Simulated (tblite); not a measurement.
A geometry optimisation, step by step.

Species: C4H4AlCl.
Bonds: C1–C2 (triple), C2–Al3, Al3–Cl4, Al3–C5, C5–C6 (double). Hydrogens: H7 on C1; H8 on C5; H9, H10 on C6.

Computed with GFN2-xTB (tblite), gas phase: L-BFGS steps from a force-field or distance-geometry start until the largest atomic force falls under 0.01 eV/Å. 9 of its 34 geometries are shown.

Step 0: E = -439.5048 eV, largest atomic force 1.958 eV/Å
```
atom  x, y, z in Å  |  force x, y, z in eV/Å
C1      2.694    1.036    0.658   -0.124  -0.080  -0.064
C2      1.828    0.261    0.313    0.289   0.165   0.100
Al3     0.467   -1.004   -0.215    0.264  -1.637  -0.823
Cl4     1.022   -2.924   -1.142   -0.474   1.707   0.834
C5     -1.449   -0.559    0.056    0.699   0.081  -0.011
C6     -1.830    0.597    0.594    0.082  -0.079   0.033
H7      3.436    1.728    0.951   -0.005  -0.024   0.001
H8     -2.189   -1.274   -0.259   -0.485  -0.219  -0.071
H9     -1.087    1.329    0.916   -0.413  -0.175  -0.081
H10    -2.883    0.814    0.736    0.168   0.262   0.082
```

Step 4: E = -439.7126 eV, largest atomic force 0.322 eV/Å
```
atom  x, y, z in Å  |  force x, y, z in eV/Å
C1      2.692    1.034    0.655   -0.135  -0.125  -0.074
C2      1.831    0.253    0.311    0.104  -0.079  -0.016
Al3     0.482   -1.062   -0.246    0.027   0.182   0.056
Cl4     1.000   -2.843   -1.102   -0.057   0.283   0.143
C5     -1.425   -0.566    0.050    0.018  -0.156  -0.086
C6     -1.824    0.584    0.592    0.065  -0.123  -0.039
H7      3.435    1.727    0.951   -0.088  -0.063  -0.019
H8     -2.204   -1.274   -0.258    0.002   0.061   0.039
H9     -1.105    1.325    0.914   -0.070  -0.014  -0.004
H10    -2.872    0.828    0.740    0.133   0.032   0.000
```

Step 8: E = -439.7277 eV, largest atomic force 0.092 eV/Å
```
atom  x, y, z in Å  |  force x, y, z in eV/Å
C1      2.686    1.028    0.650    0.031   0.015   0.002
C2      1.838    0.236    0.306    0.034  -0.020  -0.004
Al3     0.480   -1.039   -0.238   -0.066  -0.018  -0.012
Cl4     0.995   -2.810   -1.085    0.015   0.057   0.028
C5     -1.421   -0.579    0.042   -0.066   0.004   0.003
C6     -1.816    0.570    0.587   -0.005   0.058   0.019
H7      3.424    1.720    0.949    0.015   0.022   0.010
H8     -2.209   -1.273   -0.256   -0.032  -0.059  -0.024
H9     -1.111    1.321    0.912    0.088  -0.023  -0.011
H10    -2.856    0.830    0.739   -0.014  -0.035  -0.011
```

Step 12: E = -439.7302 eV, largest atomic force 0.055 eV/Å
```
atom  x, y, z in Å  |  force x, y, z in eV/Å
C1      2.688    1.028    0.649   -0.011  -0.020  -0.006
C2      1.845    0.230    0.305    0.019   0.029   0.013
Al3     0.470   -1.032   -0.236    0.016   0.022   0.013
Cl4     0.998   -2.796   -1.079    0.026  -0.018  -0.009
C5     -1.432   -0.580    0.041    0.002  -0.017  -0.011
C6     -1.815    0.573    0.587   -0.023  -0.018  -0.006
H7      3.424    1.722    0.950    0.009   0.003  -0.001
H8     -2.216   -1.281   -0.259   -0.031   0.019   0.008
H9     -1.098    1.315    0.910   -0.007  -0.048  -0.025
H10    -2.856    0.827    0.738    0.001   0.047   0.025
```

Step 16: E = -439.7315 eV, largest atomic force 0.034 eV/Å
```
atom  x, y, z in Å  |  force x, y, z in eV/Å
C1      2.693    1.028    0.649   -0.008  -0.002   0.001
C2      1.850    0.231    0.306   -0.021   0.023   0.011
Al3     0.468   -1.027   -0.234   -0.009  -0.004   0.000
Cl4     1.008   -2.790   -1.076    0.017  -0.001  -0.001
C5     -1.441   -0.585    0.038   -0.015  -0.008  -0.003
C6     -1.820    0.568    0.585    0.020   0.002   0.003
H7      3.428    1.724    0.950    0.009  -0.010  -0.006
H8     -2.230   -1.282   -0.259   -0.021  -0.017  -0.010
H9     -1.089    1.299    0.901   -0.006   0.020   0.006
H10    -2.857    0.839    0.745    0.034  -0.002   0.000
```

Step 21: E = -439.7324 eV, largest atomic force 0.045 eV/Å
```
atom  x, y, z in Å  |  force x, y, z in eV/Å
C1      2.694    1.028    0.650   -0.023  -0.009  -0.006
C2      1.840    0.240    0.311   -0.028   0.010   0.008
Al3     0.463   -1.026   -0.233   -0.003   0.007   0.001
Cl4     1.022   -2.785   -1.073    0.012   0.012   0.006
C5     -1.451   -0.593    0.034    0.021   0.014   0.006
C6     -1.815    0.564    0.584   -0.006   0.006  -0.002
H7      3.434    1.720    0.947   -0.005  -0.022  -0.009
H8     -2.246   -1.286   -0.261    0.018   0.029   0.015
H9     -1.083    1.295    0.898    0.031  -0.031  -0.012
H10    -2.847    0.847    0.750   -0.017  -0.016  -0.006
```

Step 25: E = -439.7339 eV, largest atomic force 0.095 eV/Å
```
atom  x, y, z in Å  |  force x, y, z in eV/Å
C1      2.685    1.027    0.650   -0.071  -0.056  -0.028
C2      1.805    0.262    0.324    0.060   0.049   0.022
Al3     0.451   -1.024   -0.232    0.010   0.031   0.010
Cl4     1.054   -2.769   -1.066    0.017  -0.018  -0.008
C5     -1.462   -0.603    0.028   -0.002   0.038   0.012
C6     -1.807    0.560    0.581   -0.007   0.028   0.018
H7      3.444    1.702    0.938   -0.021  -0.015  -0.004
H8     -2.268   -1.281   -0.260   -0.005  -0.022  -0.004
H9     -1.057    1.278    0.887   -0.026  -0.032  -0.010
H10    -2.836    0.853    0.756    0.045  -0.001  -0.009
```

Step 29: E = -439.7342 eV, largest atomic force 0.026 eV/Å
```
atom  x, y, z in Å  |  force x, y, z in eV/Å
C1      2.682    1.026    0.650    0.010   0.011   0.003
C2      1.799    0.265    0.326   -0.017  -0.018  -0.009
Al3     0.450   -1.022   -0.231   -0.009  -0.011  -0.006
Cl4     1.062   -2.766   -1.065    0.006   0.005   0.002
C5     -1.465   -0.603    0.027    0.004  -0.007  -0.002
C6     -1.806    0.559    0.581    0.001  -0.005  -0.004
H7      3.444    1.698    0.936   -0.004   0.003   0.003
H8     -2.272   -1.282   -0.260    0.011   0.004   0.003
H9     -1.053    1.273    0.885    0.010   0.006   0.006
H10    -2.831    0.856    0.757   -0.013   0.012   0.004
```

Step 33: E = -439.7343 eV, largest atomic force 0.009 eV/Å
```
atom  x, y, z in Å  |  force x, y, z in eV/Å
C1      2.679    1.025    0.649   -0.005  -0.004   0.001
C2      1.795    0.265    0.325    0.006   0.001  -0.003
Al3     0.448   -1.024   -0.233    0.001  -0.002   0.001
Cl4     1.067   -2.765   -1.064    0.004  -0.003  -0.002
C5     -1.465   -0.603    0.027   -0.001   0.000   0.006
C6     -1.805    0.560    0.582    0.003   0.003  -0.001
H7      3.442    1.696    0.936   -0.006   0.003   0.001
H8     -2.271   -1.283   -0.259   -0.008   0.005  -0.001
H9     -1.051    1.272    0.886   -0.001  -0.001   0.000
H10    -2.830    0.861    0.758    0.007  -0.003  -0.001
```

**Question.** Summarise the path.

**Answer.** The energy falls by 22.14 kJ/mol from step 0 to step 33; nine tenths of that is first reached at step 4. It rises by more than 0.2 meV at step 2. The largest force goes from 1.958 to 0.009 eV/Å. Among the bonds Al3–Cl4 changes most, from 2.203 to 2.027 Å; the atoms move by 0.077 Å rms after alignment.

**Question.** Follow the three bonds and two angles with the largest change from start to end.

**Answer.** 
```csv
step,E above end (kJ/mol),largest force (eV/Å),Al3–Cl4 (Å),C5–H8 (Å),C2–Al3 (Å),Al3–C5–H8 (°),H9–C6–H10 (°)
0,22.14,1.958,2.203,1.077,1.932,118.4,119.2
1,12.40,1.580,2.149,1.091,1.953,118.0,118.8
3,3.00,0.855,2.054,1.096,1.969,118.3,117.0
4,2.09,0.322,2.042,1.097,1.964,118.5,116.5
6,1.04,0.330,2.024,1.093,1.951,119.7,115.1
7,0.71,0.110,2.028,1.092,1.942,120.4,114.6
9,0.52,0.147,2.030,1.094,1.940,120.5,115.1
10,0.46,0.129,2.028,1.095,1.942,120.4,115.4
11,0.42,0.064,2.026,1.094,1.943,120.4,115.7
13,0.36,0.090,2.024,1.093,1.945,120.5,115.8
14,0.32,0.106,2.024,1.093,1.945,120.7,115.8
16,0.27,0.034,2.026,1.093,1.945,121.1,115.8
17,0.26,0.049,2.027,1.093,1.945,121.2,115.7
19,0.22,0.081,2.028,1.094,1.947,121.5,115.4
20,0.20,0.060,2.028,1.095,1.948,121.7,115.2
22,0.16,0.072,2.027,1.094,1.949,122.0,115.1
23,0.13,0.120,2.026,1.093,1.949,122.3,115.2
24,0.08,0.138,2.025,1.092,1.949,122.8,115.4
26,0.02,0.026,2.026,1.092,1.947,123.3,115.7
27,0.01,0.016,2.027,1.093,1.946,123.4,115.7
29,0.01,0.026,2.027,1.093,1.946,123.3,115.6
30,0.00,0.024,2.027,1.093,1.946,123.2,115.6
32,0.00,0.010,2.027,1.093,1.946,123.1,115.6
33,0.00,0.009,2.027,1.093,1.946,123.1,115.6
```

What follows is the cost of the whole relaxation. Hardware: Arm Neoverse N1, one thread (shared host). Cost: 0.31 s.
